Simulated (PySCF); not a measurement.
## Spinor energies of Cu (copper, neutral)

Start: [Ar] 3d10 4s1; 4s1/2 filled at m_j = +1/2. Calculated with PySCF 2.14 in x2c-SVPall-2c with one added diffuse shell each of s, d type (6s5p4d1f, 48 functions): generalised Hartree-Fock with the X2C-1e Hamiltonian and a Gaussian nucleus; one run each with spin-orbit coupling (SO) switched off, then screened by Boettger's factors.

| spinor shell | electrons | ε, spin-free (eV) | ε, screened SO (eV) | weight of nominal j (screened SO) | rms radius, screened SO (bohr) |
| --- | --- | --- | --- | --- | --- |
| 1s1/2 | 2 | -9045.1 | -9045.0 | 1.000 | 0.0602 |
| 2s1/2 | 2 | -1133.5 | -1133.4 | 1.000 | 0.254 |
| 2p1/2 | 2 | -974.48 | -988.60 | 1.000 | 0.226 |
| 2p3/2 | 4 | -974.48 | -967.58 | 1.000 | 0.229 |
| 3s1/2 | 2 | -140.43 | -140.43 | 1.000 | 0.767 |
| 3p1/2 | 2 | -91.663 | -93.558 | 1.000 | 0.815 |
| 3p3/2 | 4 | -91.663 | -90.740 | 1.000 | 0.823 |
| 3d3/2 | 4 | -13.154 | -13.365 | 0.982 | 1.15 |
| 3d5/2 | 6 | -13.154 | -13.015 | 0.988 | 1.17 |
| 4s1/2 | 1 | -6.669 | -6.669 | 1.000 | 3.55 |

```csv
quantity,spin-free,screened SO
E (hartree),-1652.85532,-1652.88546
M_J,1/2,1/2
⟨J²⟩,0.752,0.752
⟨L²⟩,0.000,0.001
⟨S²⟩,0.752,0.753
```

Without spin-orbit coupling the j labels of p, d and f shells carry no meaning; the spin-free column gives the mean over the occupied spinors of each nl shell.
